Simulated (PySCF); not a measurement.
PySCF input (PBE/cc-pCVTZ):

```python
import numpy as np, basis_set_exchange as bse
from pyscf import gto, scf, dft, df
from pyscf.prop.nmr import rks as nmr

basis = {'C': gto.basis.parse(bse.get_basis('cc-pCVTZ', elements=['C'], fmt='nwchem')), 'F': gto.basis.parse(bse.get_basis('cc-pCVTZ', elements=['F'], fmt='nwchem')), 'H': gto.basis.parse(bse.get_basis('cc-pVTZ', elements=['H'], fmt='nwchem'))}
mol = gto.M(
    atom='''
    C     1.36656412   -0.18415937   -0.09598662
    C     0.06593869   -0.00888596   -0.00463149
    F    -0.83029842   -0.97785241    0.07898218
    F    -0.54605565    1.16333108    0.01769207
    H     2.01907743    0.67097753   -0.15970021
    H     1.77309228   -1.18201362   -0.10665944
    ''',
    basis=basis,
    charge=0,
    verbose=4,
    max_memory=7359,
)
mf = dft.RKS(mol, xc='pbe')
mf.grids.level = 3
mf.conv_tol = 1e-9
mf.max_cycle = 100
print('smallest overlap eigenvalue', np.linalg.eigvalsh(mol.intor('int1e_ovlp'))[0])
mf.kernel()
dip = mf.dip_moment()
n = nmr.NMR(mf)
n.verbose = 2
n.max_cycle_cphf = 60
sigma = n.kernel()
for i, x in enumerate(sigma):
    print(mol.atom_symbol(i), i + 1, round(x.trace() / 3, 3))
```

Output:

```
PySCF version 2.14.0

[INPUT] verbose = 4
[INPUT] num. atoms = 6
[INPUT] num. electrons = 32
[INPUT] charge = 0
[INPUT] spin (= nelec alpha-beta = 2S) = 0
[INPUT] symmetry False subgroup None
[INPUT] Mole.unit = angstrom
[INPUT] Symbol           X                Y                Z      unit          X                Y                Z       unit  Magmom
[INPUT]  1 C      1.366564120000  -0.184159370000  -0.095986620000 AA    2.582431918457  -0.348010772572  -0.181388423423 Bohr   0.0
[INPUT]  2 C      0.065938690000  -0.008885960000  -0.004631490000 AA    0.124606065113  -0.016792030754  -0.008752247649 Bohr   0.0
[INPUT]  3 F     -0.830298420000  -0.977852410000   0.078982180000 AA   -1.569036615459  -1.847873245146   0.149254688921 Bohr   0.0
[INPUT]  4 F     -0.546055650000   1.163331080000   0.017692070000 AA   -1.031895627271   2.198377133394   0.033433166877 Bohr   0.0
[INPUT]  5 H      2.019077430000   0.670977530000  -0.159700210000 AA    3.815503366991   1.267963767437  -0.301789658936 Bohr   0.0
[INPUT]  6 H      1.773092280000  -1.182013620000  -0.106659440000 AA    3.350658802781  -2.233682017306  -0.201557130199 Bohr   0.0

nuclear repulsion = 117.691249401716
number of shells = 42
number of NR pGTOs = 252
number of NR cGTOs = 200
basis = {'C': [[0, [11.876, 1.0]], [0, [8236.0, 0.000531, 0.0, -0.000113, 0.0], [1235.0, 0.004108, 0.0, -0.000878, 0.0], [280.8, 0.021087, 0.0, -0.00454, 0.0], [79.27, 0.081853, 0.0, -0.018133, 0.0], [25.59, 0.234817, 0.0, -0.05576, 0.0], [8.997, 0.434401, 0.0, -0.126895, 0.0], [3.319, 0.346129, 0.0, -0.170352, 0.0], [0.9059, 0.039378, 1.0, 0.140382, 0.0], [0.3643, -0.008983, 0.0, 0.598684, 0.0], [0.1285, 0.002385, 0.0, 0.395389, 1.0]], [0, [4.292, 1.0]], [1, [33.19, 1.0]], [1, [8.778, 1.0]], [1, [18.71, 0.0, 0.014031, 0.0], [4.133, 0.0, 0.086866, 0.0], [1.2, 0.0, 0.290216, 0.0], [0.3827, 1.0, 0.501008, 0.0], [0.1209, 0.0, 0.343406, 1.0]], [2, [14.839, 1.0]], [2, [1.097, 1.0, 0.0], [0.318, 0.0, 1.0]], [3, [0.761, 1.0]]], 'F': [[0, [25.943, 1.0]], [0, [19500.0, 0.000507, 0.0, -0.000117, 0.0], [2923.0, 0.003923, 0.0, -0.000912, 0.0], [664.5, 0.0202, 0.0, -0.004717, 0.0], [187.5, 0.07901, 0.0, -0.019086, 0.0], [60.62, 0.230439, 0.0, -0.059655, 0.0], [21.42, 0.432872, 0.0, -0.14001, 0.0], [7.95, 0.349964, 0.0, -0.176782, 0.0], [2.257, 0.043233, 1.0, 0.171625, 0.0], [0.8815, -0.007892, 0.0, 0.605043, 0.0], [0.3041, 0.002384, 0.0, 0.369512, 1.0]], [0, [9.812, 1.0]], [1, [71.348, 1.0]], [1, [18.756, 1.0]], [1, [43.88, 0.0, 0.016665, 0.0], [9.926, 0.0, 0.104472, 0.0], [2.93, 0.0, 0.31726, 0.0], [0.9132, 1.0, 0.487343, 0.0], [0.2672, 0.0, 0.334604, 1.0]], [2, [19.108, 1.0]], [2, [3.107, 1.0, 0.0], [0.855, 0.0, 1.0]], [3, [1.917, 1.0]]], 'H': [[0, [33.87, 0.0, 0.006068, 0.0], [5.095, 0.0, 0.045308, 0.0], [1.159, 0.0, 0.202822, 0.0], [0.3258, 1.0, 0.503903, 0.0], [0.1027, 0.0, 0.383421, 1.0]], [1, [1.407, 1.0, 0.0], [0.388, 0.0, 1.0]], [2, [1.057, 1.0]]]}
ecp = {}
smallest overlap eigenvalue 0.00042270397849856627

******** <class 'pyscf.dft.rks.RKS'> ********
method = RKS
initial guess = minao
damping factor = 0
level_shift factor = 0
DIIS = <class 'pyscf.scf.diis.CDIIS'>
diis_start_cycle = 1
diis_space = 8
diis_damp = 0
SCF conv_tol = 1e-09
SCF conv_tol_grad = None
SCF max_cycles = 100
direct_scf = True
direct_scf_tol = 1e-13
XC library pyscf.dft.libxc version 7.1.2
    S. Lehtola, C. Steigemann, M. J. T. Oliveira, and M. A. L. Marques,  SoftwareX 7, 1–5 (2018)
XC functionals = pbe
    J. P. Perdew, K. Burke, and M. Ernzerhof,  Phys. Rev. Lett. 77, 3865 (1996)
    J. P. Perdew, K. Burke, and M. Ernzerhof,  Phys. Rev. Lett. 78, 1396 (1997)
    J. P. Perdew, K. Burke, and M. Ernzerhof,  Phys. Rev. Lett. 77, 3865 (1996)
    J. P. Perdew, K. Burke, and M. Ernzerhof,  Phys. Rev. Lett. 78, 1396 (1997)
radial grids:
    Treutler-Ahlrichs [JCP 102, 346 (1995); DOI:10.1063/1.469408] (M4) radial grids

becke partition: Becke, JCP 88, 2547 (1988); DOI:10.1063/1.454033
pruning grids: <function nwchem_prune>
grids dens level: 3
symmetrized grids: False
atomic radii adjust function: <function treutler_atomic_radii_adjust>
small_rho_cutoff = 0
Set gradient conv threshold to 3.16228e-05
Initial guess from minao.
tot grids = 76376
init E= -277.332955700228
  HOMO = -0.288533526028711  LUMO = -0.0410736917221897  gap/eV = 6.73373
cycle= 1 E= -276.799519084932  delta_E= 0.533  |g|= 0.732  |ddm|= 5.09
  HOMO = -0.200866979285365  LUMO = 0.004794834350907  gap/eV = 5.59634
cycle= 2 E= -276.535467982964  delta_E= 0.264  |g|= 1.35  |ddm|= 2.66
  HOMO = -0.221294505870635  LUMO = 0.00206511445495039  gap/eV = 6.07792
cycle= 3 E= -276.882887524938  delta_E= -0.347  |g|= 0.209  |ddm|= 1.93
  HOMO = -0.235830340980733  LUMO = -0.0177026227477448  gap/eV = 5.93556
cycle= 4 E= -276.892848928447  delta_E= -0.00996  |g|= 0.0844  |ddm|= 0.437
  HOMO = -0.23935518544036  LUMO = -0.0203400003366419  gap/eV = 5.95971
cycle= 5 E= -276.894039347718  delta_E= -0.00119  |g|= 0.0362  |ddm|= 0.144
  HOMO = -0.235681294796208  LUMO = -0.0171730640477463  gap/eV = 5.94591
cycle= 6 E= -276.894308863989  delta_E= -0.00027  |g|= 0.00309  |ddm|= 0.051
  HOMO = -0.235901442068791  LUMO = -0.0173528193072912  gap/eV = 5.94701
cycle= 7 E= -276.894310652528  delta_E= -1.79e-06  |g|= 0.000295  |ddm|= 0.00413
  HOMO = -0.23586685520014  LUMO = -0.0173156374848702  gap/eV = 5.94708
cycle= 8 E= -276.894310666013  delta_E= -1.35e-08  |g|= 7.7e-05  |ddm|= 0.00055
  HOMO = -0.235869537739738  LUMO = -0.0173207065409393  gap/eV = 5.94702
cycle= 9 E= -276.89431066763  delta_E= -1.62e-09  |g|= 1.07e-05  |ddm|= 0.000149
  HOMO = -0.235868938079154  LUMO = -0.0173198358613931  gap/eV = 5.94702
cycle= 10 E= -276.894310667656  delta_E= -2.6e-11  |g|= 1.12e-06  |ddm|= 1.55e-05
  HOMO = -0.235868973761242  LUMO = -0.0173198342346588  gap/eV = 5.94702
Extra cycle  E= -276.894310667656  delta_E= 4.55e-13  |g|= 1.36e-06  |ddm|= 3.02e-06
converged SCF energy = -276.894310667656
Dipole moment(X, Y, Z, Debye):  0.98268, -0.13244, -0.06900
C 1 121.139
C 2 7.213
F 3 231.988
F 4 231.986
H 5 27.876
H 6 27.876
```
